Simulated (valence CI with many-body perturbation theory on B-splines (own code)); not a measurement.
**Energy levels of Ag41+**

Level of theory: configuration interaction combined with many-body perturbation theory (CI+MBPT): four valence electrons over a frozen Dirac-Fock core [He], radial functions for each j: 11 s, 11 p, 9 d, 7 f, 5 g, 2 h, 1 i, with the one-electron correlation potential Σ1, the two-electron term Σ2, the three-electron term Σ3, Breit, model QED; selected CI, second order for the rest (own B-spline code, finite nucleus).

The last digits are not significant, and no measured levels were compared; by estimate large intervals hold to a few tenths of a per cent, small ones and those within an open d or f shell to about a per cent. Among the levels kept, up to 290 cm⁻¹ of a level comes from second order outside the variational space, and about a tenth of that is noise between levels of different J, which matters for small intervals.

Levels 91 to 112 of 112, with energies above the lowest level, (2s^2 2p1/2^2) J=0. "Leading %" is the weight of the configuration and term that name the level; weights of strongly mixed levels are sums over their largest components and can fall short. In the jj column 3d3/2^4 stands for four electrons in 3d with j = 3/2. Lifetimes count E1, E2, E3, M1 and M2 decay at the calculated energies, and are blank where another channel may lead or the interval is too uncertain; long ones can be off by a factor of two.

| No. | Configuration | Term | J | E (eV) | Leading % | g | Second component | Lifetime | Leading jj |
| --- | --- | --- | --- | --- | --- | --- | --- | --- | --- |
| 91 | 2s2p²3p | ³P° | 1 | 4160.2 | 38 | 1.358 | 26 % 2s2p²3p ³S° | 28.8 fs | 2s 2p1/2 2p3/2 3p3/2 (92 %) |
| 92 | 2s2p²3p | ³P° | 0 | 4160.8 | 84 |  | 16 % 2s2p²3p ¹S° | 587 fs | 2s 2p1/2 2p3/2 3p3/2 (98 %) |
| 93 | 2s2p²3p | ³D° | 2 | 4161.3 | 37 | 1.122 | 26 % 2s2p²3p ¹D° | 29.4 fs | 2s 2p1/2 2p3/2 3p3/2 (95 %) |
| 94 | 2s2p²3d | ⁵P | 2 | 4163.3 | 31 | 1.436 | 24 % 2s2p²3d ³D | 3.43 fs | 2s 2p1/2 2p3/2 3d3/2 (93 %) |
| 95 | 2s2p²3d | ³D | 1 | 4163.4 | 36 | 0.989 | 27 % 2s2p²3d ³P | 6.04 fs | 2s 2p1/2 2p3/2 3d5/2 (90 %) |
| 96 | 2s2p²3d | ⁵F | 5 | 4164.0 | 51 | 1.292 | 49 % 2s2p²3d ³G | 121 ps | 2s 2p1/2 2p3/2 3d5/2 (97 %) |
| 97 | 2s2p²3d | ³F | 3 | 4164.6 | 37 | 1.267 | 29 % 2s2p²3d ⁵D | 3.45 fs | 2s 2p1/2 2p3/2 3d3/2 (57 %) |
| 98 | 2s2p²3d | ⁵P | 1 | 4166.3 | 47 | 2.001 | 21 % 2s2p²3d ³P | 3.01 fs | 2s 2p1/2 2p3/2 3d3/2 (90 %) |
| 99 | 2s2p²3p | ³P° | 1 | 4166.5 | 55 | 1.231 | 20 % 2s2p²3p ¹P° | 261 fs | 2s 2p1/2 2p3/2 3p3/2 (94 %) |
| 100 | 2s2p²3d | ³D | 3 | 4178.4 | 40 | 1.312 | 16 % 2s2p²3s ⁵P | 5.15 fs | 2s 2p1/2 2p3/2 3d5/2 (60 %) |
| 101 | 2s2p²3d | ³F | 2 | 4179.6 | 36 | 1.109 | 34 % 2s2p²3d ³P | 10.2 fs | 2s 2p1/2 2p3/2 3d5/2 (74 %) |
| 102 | 2s2p²3d | ³F | 4 | 4186.7 | 53 | 1.189 | 28 % 2s2p²3d ¹G | 3.67 fs | 2s 2p1/2 2p3/2 3d5/2 (80 %) |
| 103 | 2s2p²3s | ³D | 3 | 4188.5 | 33 | 1.395 | 32 % 2s2p²3s ⁵P | 51.0 fs | 2s 2p3/2^2 3s (63 %) |
| 104 | 2s2p²3d | ³D | 1 | 4189.5 | 57 | 0.854 | 16 % 2s2p²3d ³P | 4.44 fs | 2s 2p1/2 2p3/2 3d5/2 (88 %) |
| 105 | 2s2p²3d | ³P | 0 | 4193.7 | 74 |  | 22 % 2s2p²3d ¹S | 4.03 fs | 2s 2p1/2 2p3/2 3d5/2 (93 %) |
| 106 | 2s2p²3d | ³G | 3 | 4196.6 | 55 | 0.903 | 18 % 2s2p²3d ¹F | 44.9 fs | 2s 2p1/2 2p3/2 3d3/2 (95 %) |
| 107 | 2s2p²3s | ³P | 2 | 4200.2 | 43 | 1.280 | 23 % 2s2p²3s ¹D | 24.3 fs | 2s 2p3/2^2 3s (91 %) |
| 108 | 2p³3s | ³P° | 2 | 4201.9 | 39 | 1.547 | 32 % 2p³3s ⁵S° | 59.7 fs | 2p1/2^2 2p3/2 3s (90 %) |
| 109 | 2s2p²3d | ³F | 2 | 4202.3 | 43 | 0.914 | 25 % 2s2p²3d ¹D | 6.97 fs | 2s 2p1/2 2p3/2 3d3/2 (70 %) |
| 110 | 2s2p²3d | ³D | 1 | 4204.1 | 56 | 0.690 | 20 % 2s2p²3d ¹P | 16.3 fs | 2s 2p1/2 2p3/2 3d3/2 (90 %) |
| 111 | 2p³3s | ³D° | 1 | 4209.6 | 26 | 1.218 | 26 % 2p³3s ³S° | 27.8 fs | 2p1/2^2 2p3/2 3s (90 %) |
| 112 | 2s2p²3d | ³F | 2 | 4212.6 | 31 | 0.988 | 30 % 2s2p²3d ¹D | 3.07 fs | 2s 2p1/2 2p3/2 3d3/2 (89 %) |
